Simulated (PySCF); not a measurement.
Isomers of C4H7N3Si.

All values: PBE0/def2-SVPD (PySCF) at GFN2-xTB geometries, gas phase, one conformer each. Core orbitals are frozen in the response; Δα² is half the sum of the squared differences of the principal polarisabilities.

(1) Rank by HOMO energy, lowest first.
A. `[CH2:1]=[CH:2][n:3]1[n:4][cH:5][c:6]([SiH3:7])[n:8]1` with C1–C2–N3–N4 0°
B. `Cc1cc([SiH3])nnn1`
C. `[CH2:1]=[CH:2][n:3]1[n:4][n:5][cH:6][c:7]1[SiH3:8]` with C1–C2–N3–N4 0°

(2) Rank by mean static polarisability, lowest first.
A. `Cc1cc([SiH3])nnn1`
B. `[CH2:1]=[CH:2][c:3]1[n:4][nH:5][n:6][c:7]1[SiH3:8]` with C1–C2–C3–N4 -1°
C. `[CH2:1]=[CH:2][n:3]1[n:4][cH:5][c:6]([SiH3:7])[n:8]1` with C1–C2–N3–N4 0°

## Answers

(1) C (-7.41 eV), A (-7.14 eV), B (-6.90 eV).

(2) A (13.79 Å³), B (14.18 Å³), C (14.74 Å³).

All values together:

| SMILES | μ (D) | HOMO (eV) | LUMO (eV) | α (Å³) | Δα (Å³) |
| --- | --- | --- | --- | --- | --- |
| C=Cn1nncc1[SiH3] | 3.90 | -7.41 | -1.48 | 14.15 | 7.82 |
| C=Cn1ncc([SiH3])n1 | 0.14 | -7.14 | -1.33 | 14.74 | 11.43 |
| C=Cc1n[nH]nc1[SiH3] | 0.36 | -7.02 | -1.11 | 14.18 | 7.82 |
| Cc1cc([SiH3])nnn1 | 4.98 | -6.90 | -1.87 | 13.79 | 7.51 |

Conformers: `[CH2:1]=[CH:2][n:3]1[n:4][n:5][cH:6][c:7]1[SiH3:8]` with C1–C2–N3–N4 0°; `[CH2:1]=[CH:2][n:3]1[n:4][cH:5][c:6]([SiH3:7])[n:8]1` with C1–C2–N3–N4 0°; `[CH2:1]=[CH:2][c:3]1[n:4][nH:5][n:6][c:7]1[SiH3:8]` with C1–C2–C3–N4 -1°.
